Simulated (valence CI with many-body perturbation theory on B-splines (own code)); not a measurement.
**Hyperfine factors and g values of Ho XLVII**

Calculated by valence CI with perturbative core correlation (CI+MBPT): three valence electrons over a frozen Dirac-Fock core [Ar], radial functions for each j: 9 s, 9 p, 10 d, 8 f, 5 g, 3 h, 1 i, with the one-electron correlation potential Σ1 (screened to all orders), the two-electron term Σ2, the three-electron term Σ3, Breit, model QED; selected single and double excitations, second order for the rest (own B-spline code, finite nucleus).

The last digits are not significant, and no measured levels were compared; by estimate large intervals hold to a few tenths of a per cent, small ones and those within an open d or f shell to about a per cent. Only levels of the ground parity were solved; by the run's estimate the other parity begins above the list, which can be wrong where configurations are misplaced.

A/g_I is the dipole constant over the nuclear g factor μ/I (μ in nuclear magnetons, uniformly magnetised nucleus), B/Q the quadrupole constant per barn. Both hold the static response of the core; the bare values leave it out. Large factors of s and p1/2 electrons are usually good to 5 to 10 %; those of open d and f shells near neutrality can be off by tens of per cent, and small factors of p3/2, d and f electrons come from cancelling terms and can be off by a factor of two or in sign, in half-filled shells by more. B is blank for J = 1/2, where it vanishes, and for nearly pure S terms. Energies count from the lowest level.

Levels are named by their leading jj configuration (3d3/2^4 stands for four electrons in 3d with j = 3/2), which in mixed levels can hold well under half, so a name can repeat and another be missing. Letters in brackets count levels of one name in rising energy.

| Level | E (cm⁻¹) | g | A/g_I (MHz) | A/g_I bare | B/Q (MHz/b) | B/Q bare |
| --- | --- | --- | --- | --- | --- | --- |
| (3d3/2^3) J=3/2 | 0 | 0.693 | 74600 | 74000 | -42100 | -42700 |
| (3d3/2^2 3d5/2) J=5/2 [a] | 312230 | 1.049 | 42400 | 42600 | -22400 | -22700 |
| (3d3/2^2 3d5/2) J=3/2 | 359580 | 1.188 | 34000 | 34400 | -10400 | -10600 |
| (3d3/2^2 3d5/2) J=7/2 | 381880 | 1.048 | 45700 | 45800 | 15800 | 15900 |
| (3d3/2^2 3d5/2) J=9/2 | 385830 | 1.045 | 47400 | 47600 | 50200 | 50800 |
| (3d3/2^2 3d5/2) J=1/2 | 396400 | 1.835 | -32700 | -30900 |  |  |
| (3d3/2^2 3d5/2) J=5/2 [b] | 551690 | 1.285 | 26400 | 27100 | 71100 | 72000 |
| (3d3/2 3d5/2^2) J=7/2 [a] | 689260 | 1.101 | 35200 | 35500 | -2190 | -2240 |
| (3d3/2 3d5/2^2) J=9/2 | 719590 | 1.132 | 36100 | 36400 | 16400 | 16600 |
| (3d3/2 3d5/2^2) J=3/2 [a] | 756280 | 1.120 | 40500 | 40900 | -44900 | -45500 |
| (3d3/2 3d5/2^2) J=1/2 | 776670 | 1.484 | -13000 | -11800 |  |  |
| (3d3/2 3d5/2^2) J=11/2 | 789280 | 1.082 | 40700 | 41000 | 95300 | 96600 |
| (3d3/2 3d5/2^2) J=5/2 [a] | 795140 | 1.247 | 15100 | 15800 | 57100 | 57800 |
| (3d3/2 3d5/2^2) J=5/2 [b] | 846720 | 1.105 | 42100 | 42400 | -17800 | -18100 |
| (3d3/2 3d5/2^2) J=7/2 [b] | 857080 | 1.093 | 41600 | 41800 | 18900 | 19200 |
| (3d3/2 3d5/2^2) J=3/2 [b] | 987270 | 0.937 | 63200 | 63100 | 54900 | 55700 |
| (3d5/2^3) J=9/2 | 1093800 | 1.149 | 29800 | 30200 | 9670 | 9800 |
| (3d5/2^3) J=3/2 | 1198500 | 1.082 | 34300 | 34500 | 9500 | 9610 |
| (3d5/2^3) J=5/2 | 1269200 | 1.156 | 30000 | 30400 | 9530 | 9660 |
